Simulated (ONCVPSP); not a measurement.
Reading a pseudo-wave (oxygen (O))

Columns: radius, all-electron u(r) and pseudo u(r) of the 2p shell (level -9.45 eV) of oxygen in the configuration [He] 2s1 2p5; PBE, non-relativistic, ONCV scheme, ONCVPSP 4.0.1.

```
r (bohr)  all-electron  pseudo
   0.110        0.1207  0.0299
   0.220        0.3292  0.1151
   0.330        0.5206  0.2438
   0.440        0.6662  0.3980
   0.550        0.7648  0.5576
   0.660        0.8220  0.7028
   0.770        0.8460  0.8182
   0.880        0.8452  0.8941
   0.990        0.8270  0.9276
   1.100        0.7970  0.9222
   1.210        0.7597  0.8853
   1.320        0.7181  0.8271
   1.430        0.6745  0.7578
   1.540        0.6304  0.6864
   1.650        0.5870  0.6193
   1.760        0.5448  0.5602
   1.870        0.5045  0.5100
   1.980        0.4662  0.4674
   2.090        0.4301  0.4302
   2.200        0.3963  0.3963
   2.310        0.3648  0.3648
   2.420        0.3355  0.3355
   2.530        0.3084  0.3084
   2.640        0.2832  0.2832
   2.750        0.2600  0.2600
   2.860        0.2386  0.2386
```

How many radial nodes do the two functions have?

The all-electron 2p function has n − l − 1 = 0; the pseudo-wave has 0.

At about which radius was the pseudo-wave matched?

2.20 bohr. The columns agree to 0.0005 from 2.09 bohr on; several derivatives are matched, so the curves merge somewhat inside the radius.

Is the pseudo-wave norm-conserving?

Yes: the ONCV scheme keeps the norm inside the radius equal to the all-electron one, which fixes the energy derivative of the logarithmic derivative at the level.
